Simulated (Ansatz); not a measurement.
Reaction (substitution at a C–O bond): `COC(O)Cl` + HI → `COC(Cl)I` + H₂O

Computed with Ansatz on PBE0-D4/def2-TZVP structures; ΔE is electronic, products minus reactants. CCSD(T)/CBS adds triple-zeta CCSD(T) − MP2 to the extrapolated MP2 energy (def2 sets, frozen cores). This one scheme is used for every species. DFT in def2-TZVPP. B3LYP here is the variant with VWN-RPA as its local correlation; programs differ in this. HSE06 is defined as in plane-wave codes. def2 core potentials past Kr. For I outer-core shells are correlated without core-valence functions, which leaves a few kJ/mol of doubt a bond. One conformer a species, not always the lowest.

| level | ΔE (kcal/mol) | difference from CCSD(T)/CBS |
| --- | --- | --- |
| LDA (SPW92) | 5.8 | 5.1 |
| PBE-D4 | 2.3 | 1.6 |
| BLYP-D4 | 1.4 | 0.7 |
| HSE06-D4 | 3.8 | 3.1 |
| PBE-QIDH | 4.2 | 3.5 |
| BLYP | 3.8 | 3.1 |
| PBE0 | 5.0 | 4.3 |
| B3LYP | 5.1 | 4.4 |
| RPA@PBE/def2-TZVPP | 3.9 | 3.2 |
| MP2/def2-QZVPP | -1.3 | -2.0 |
| CCSD(T)/CBS | 0.7 | 0 |

What do rigid-rotor, harmonic-oscillator terms from PBE0-D4/def2-TZVP frequencies (298.15 K, 1 bar) make of the CCSD(T)/CBS value? (An estimate is asked.)

Computed: ΔZPE = +0.6 kcal/mol, ΔH = +1.8 kcal/mol, ΔS = 9 J/(mol·K), ΔG = +1.1 kcal/mol.

Largest T1 diagnostic among the species: 0.011.

From BLYP to BHLYP (50 % exact exchange), in def2-TZVPP and without D4, ΔE moves by +3.4 kcal/mol. At CCSD(T), def2-SVP lies +11.1 kcal/mol from the extrapolated value and def2-TZVPP +3.0 kcal/mol.
